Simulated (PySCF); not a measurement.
## Gas-phase XPS of `[SiH3][Se][SiH3]`, computed

Compound: H6SeSi2.
Atom-mapped SMILES: `[SiH3:1][Se:2][SiH3:3]`

Structure used (PBE0-D3(BJ)/def2-SVP), in Å, numbered top down from 1:
```xyz
9
H6SeSi2 angstrom
Si     1.671   -0.247   -0.104
Se    -0.167   -0.530   -1.433
Si    -1.674    0.221    0.111
H      2.849   -0.616   -0.939
H      1.784    1.173    0.346
H      1.602   -1.129    1.099
H     -1.633   -0.616    1.348
H     -3.013    0.116   -0.533
H     -1.391    1.640    0.482
```

Method used: delta-SCF UKS SCAN, pcX-2 on the ionised atom, pcseg-1 elsewhere, spin-free X2C in PySCF 2.14.0. Each binding energy is the total energy of the core-ionised species, with the hole localised on one atom, minus that of the ground state; both are solved self-consistently, so orbital relaxation is included.

Question: What binding energy does each computed site have?

Answer: 
```tsv
atom(s)	bonded to	level	binding energy (eV)	2p1/2 (eV)	count
Si1/Si3	Se and 3 H	Si 2p3/2	107.23	107.86	2
Si1/Si3	Se and 3 H	Si 1s	1847.03	–	2
```

Question: Which photon wavelength matches the Si 1s of Si1/Si3 threshold?

Answer: λ = hc/E = 12398.42 eV Å / 1847.03 eV = 6.713 Å.

Question: Give the binding energy of Si 1s of Si1/Si3 in hartree and in kJ/mol.

Answer: 1847.03 eV = 67.8771 Eh = 178211 kJ/mol.

The first atom of each set that the bonding makes equivalent was ionised and stands for the set. The 2p values add to the ΔSCF energy of one spin-free hole a correction within the shell (spin–orbit coupling, ligand field). 2p1/2 minus 2p3/2 (ligand field included): Si 0.62 eV. No level of selenium is listed. Geometry: PBE0-D3(BJ)/def2-SVP; no solvent, vibrations or thermal averaging.

Time: 8.5 s wall. Hardware: an Arm Neoverse V1 with one thread, no GPU, on a shared host.
